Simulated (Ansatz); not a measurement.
Cost and result up the ladder for the cluster Nb3Te5 (8 atoms). Total charge 0; doublet. Geometry: PBE-D4/def2-SVP.

```xyz
8

Nb    0.1583   -2.4472   -0.1361
Nb    1.3933   -0.6983    0.9742
Nb   -0.6079    0.1052   -0.5321
Te   -0.6770   -1.6193   -2.6076
Te   -1.1299   -1.2268    1.9630
Te    1.9286    1.1230   -1.1211
Te   -1.8593    2.4530    0.2553
Te    0.7940    2.3103    1.2045
```

Ansatz on 4 threads of Intel Xeon on a shared host. Times are rough, and most runs start from the orbitals of an earlier one. PBE0-D4/def2-SVP serves as the yardstick here, not as an exact answer. Binding counts from free atoms at the same level (Nb sextet, Te triplet; other spins of the atoms weren't run), without zero-point energy or a counterpoise term.

In the def2 sets Nb, Te take a core potential; there is no spin–orbit coupling. Correlated methods freeze 20 core orbitals; core or outer-core shells of Nb, Te are correlated, in sets that lack core-valence functions. The structure comes from a short search, and lower isomers may exist.

Run but left out: MP2/def2-SVP (⟨S²⟩ 3.11, where a pure state has 0.75).

Correlated methods converge slowly with the basis, most of all in double-zeta sets.

```tsv
level	functions	binding energy per atom (eV)	difference from PBE0-D4/def2-SVP (eV)
PBE0-D4/def2-SVP	223	3.36	0.00
PBE-D4/def2-SVP (with forces)	223	3.75	0.39
r2SCAN-D4/def2-SVP	223	3.37	0.01
RPA@PBE/def2-SVP	223	2.93	-0.43
```

Task: Estimate how long each takes.

Result: PBE-D4/def2-SVP (with forces) 27 s; RPA@PBE/def2-SVP 57 s; PBE0-D4/def2-SVP 62 s; r2SCAN-D4/def2-SVP 85 s. On shared hardware such times vary by a factor of up to 3.
